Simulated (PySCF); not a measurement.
Fe: excitation energy

Fe [Ar] 3d6 4s2 (5D) → Fe [Ar] 3d5 4s2 4p1 (7P), as a difference of total energies. Computed with PySCF 2.14 in aug-cc-pVTZ-DK (8s7p5d3f2g, 93 functions), with scalar relativity by spin-free X2C-1e. The calculations carry no spin-orbit coupling.

```csv
method,excitation energy (eV)
LDA,5.859
PBE,5.792
PBE0,5.251
TPSS,5.723
wB97X,5.497
wB97X-V,5.363
B3LYP,5.590
```

The determinant of the upper state mixes LS terms, which raises its energy above the lowest term, most at the Hartree-Fock and MP2 levels.

For comparison: 4.942 eV (measured; NIST levels, between the centres of gravity of the two terms).
